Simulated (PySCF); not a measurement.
## Partial charges of `C=CC(=O)C(C)C`

C6H10O.
Cartesian coordinates in Å at the PBE0-D3(BJ)/def2-TZVP level; atoms count from 1:
```
atom  x, y, z in Å
C1     2.9374   -0.2574   -0.4124
C2     1.6986   -0.5769   -0.0604
C3     0.6304    0.4572    0.0338
O4     0.8501    1.6215   -0.2081
C5    -0.7451   -0.0429    0.4271
C6    -1.3396   -0.8149   -0.7533
C7    -1.6508    1.0869    0.8740
H8     3.1815    0.7734   -0.6472
H9     3.7255   -0.9984   -0.4728
H10    1.4324   -1.6012    0.1827
H11   -0.5992   -0.7521    1.2526
H12   -2.3033   -1.2459   -0.4746
H13   -1.4997   -0.1440   -1.6010
H14   -0.6902   -1.6278   -1.0854
H15   -2.6369    0.7018    1.1427
H16   -1.2365    1.6104    1.7372
H17   -1.7701    1.8199    0.0745
```

Density: PBE0/pcSseg-2 (PySCF); schemes: Mulliken, IAO, Hirshfeld and ESP-fitted. The structure is a single PBE0-D3(BJ)/def2-TZVP conformer in the gas phase; no vibrational or solvent corrections.

Task: What partial charge does each atom carry?

Result: In e:

| atom | environment | Mulliken | IAO | Hirshfeld | ESP-fitted |
| --- | --- | --- | --- | --- | --- |
| C1 | terminal =CH2 carbon | -0.022 | -0.251 | -0.063 | -0.270 |
| C2 | alkene CH carbon | -0.195 | -0.212 | -0.063 | -0.316 |
| C3 | ketone carbonyl carbon | +0.377 | +0.380 | +0.156 | +0.513 |
| O4 | ketone oxygen | -0.403 | -0.431 | -0.226 | -0.481 |
| C5 | sp3 carbon next to a carbonyl | -0.072 | -0.146 | -0.037 | +0.372 |
| C6 | methyl carbon | -0.040 | -0.424 | -0.119 | -0.490 |
| C7 | methyl carbon | -0.038 | -0.429 | -0.129 | -0.578 |
| H8 | vinylic hydrogen | +0.079 | +0.176 | +0.056 | +0.175 |
| H9 | vinylic hydrogen | +0.061 | +0.163 | +0.060 | +0.167 |
| H10 | vinylic hydrogen | +0.031 | +0.148 | +0.051 | +0.150 |
| H11 | methine hydrogen | +0.022 | +0.140 | +0.047 | -0.034 |
| H12 | methyl hydrogen | +0.036 | +0.149 | +0.048 | +0.127 |
| H13 | methyl hydrogen | +0.037 | +0.149 | +0.048 | +0.135 |
| H14 | methyl hydrogen | +0.027 | +0.143 | +0.042 | +0.106 |
| H15 | methyl hydrogen | +0.021 | +0.140 | +0.043 | +0.147 |
| H16 | methyl hydrogen | +0.039 | +0.151 | +0.044 | +0.131 |
| H17 | methyl hydrogen | +0.040 | +0.155 | +0.043 | +0.145 |

Mean size of the charges over all atoms: ESP-fitted 0.255 e, IAO 0.223 e, Mulliken 0.091 e, Hirshfeld 0.075 e. Each set sums to the total charge, 0, to within 0.001 e. The IAO scheme projects the occupied orbitals on a minimal set of polarised atomic orbitals and counts the electrons in each atom's part of it. The Mulliken scheme gives each basis function's population to the atom it is centred on and halves the overlap population of two atoms between them.

Lowest charge. The schemes don't all agree: Mulliken O4 (-0.403); IAO O4 (-0.431); Hirshfeld O4 (-0.226); ESP-fitted C7 (-0.578).

Highest charge. All schemes agree: Mulliken C3 (+0.377); IAO C3 (+0.380); Hirshfeld C3 (+0.156); ESP-fitted C3 (+0.513).

Task: Sum the charges by element, for elements with more than one atom.

Result: 
```json
{"element": "C", "atoms": "6", "Mulliken": "+0.010", "IAO": "-1.083", "Hirshfeld": "-0.255", "ESP-fitted": "-0.769"}
{"element": "H", "atoms": "10", "Mulliken": "+0.394", "IAO": "+1.514", "Hirshfeld": "+0.481", "ESP-fitted": "+1.250"}
```

Task: How closely do the schemes follow one another over all atoms?

Result: Correlation coefficient and root-mean-square difference: IAO with Hirshfeld 0.97, 0.163 e; IAO with ESP-fitted 0.88, 0.145 e; Hirshfeld with ESP-fitted 0.87, 0.230 e; Mulliken with Hirshfeld 0.86, 0.083 e; Mulliken with IAO 0.75, 0.169 e; Mulliken with ESP-fitted 0.69, 0.229 e.

Task: How many electrons does the Hirshfeld scheme count on C6?

Result: Z − q = 6 − (-0.119) = 6.119.
